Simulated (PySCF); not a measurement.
## The first ionisation energy along the 4p block

All values are computed (PySCF 2.14, energy differences of UHF-based or UKS calculations, no spin-orbit coupling). Values in eV. The last column holds reference values (NIST; (s) semi-empirical, (t) theoretical, else measured). Unmarked ones compare directly (S terms, centres of terms, or small fine structure); those marked * lie between the lowest fine-structure levels and include a spin-orbit shift.

```
                                  element                         configurations     UHF  MP2 (valence)  SCS-MP2 (valence)  CCSD (valence)  CCSD(T) (valence)  reference
Ga (Sapporo-DKH3-DZP-2012, spin-free X2C)      [Ar] 3d10 4s2 4p1 → [Ar] 3d10 4s2   5.537          5.709              5.692           5.795              5.809      5.931
Ge (Sapporo-DKH3-DZP-2012, spin-free X2C)  [Ar] 3d10 4s2 4p2 → [Ar] 3d10 4s2 4p1   7.410          7.689              7.624           7.724              7.734      7.925
As (Sapporo-DKH3-DZP-2012, spin-free X2C)  [Ar] 3d10 4s2 4p3 → [Ar] 3d10 4s2 4p2   9.420          9.801              9.673           9.757              9.763     10.008
Se (Sapporo-DKH3-DZP-2012, spin-free X2C)  [Ar] 3d10 4s2 4p4 → [Ar] 3d10 4s2 4p3   8.486          8.942              8.959           8.970              8.983      9.635
Br (Sapporo-DKH3-DZP-2012, spin-free X2C)  [Ar] 3d10 4s2 4p5 → [Ar] 3d10 4s2 4p4  10.727         11.346             11.318          11.302             11.313     11.844
Kr (Sapporo-DKH3-DZP-2012, spin-free X2C)               [Kr] → [Ar] 3d10 4s2 4p5  13.118         13.878             13.791          13.750             13.760     14.222
```

| method | elements | mean error (eV) | mean absolute error (eV) | largest error (eV) |
| --- | --- | --- | --- | --- |
| UHF | 6 | -0.811 | 0.811 | -1.149 |
| MP2 (valence) | 6 | -0.367 | 0.367 | -0.693 |
| SCS-MP2 (valence) | 6 | -0.418 | 0.418 | -0.677 |
| CCSD (valence) | 6 | -0.378 | 0.378 | -0.666 |
| CCSD(T) (valence) | 6 | -0.367 | 0.367 | -0.653 |

Errors include the incompleteness of the basis and the frozen core.

"Valence" correlates the outer s and p shells and, in groups 3 to 12 and the f block, the outer d or f shell, open or full, or the next shell where the ion has no valence electron left; the wider scheme adds the next inner shell.
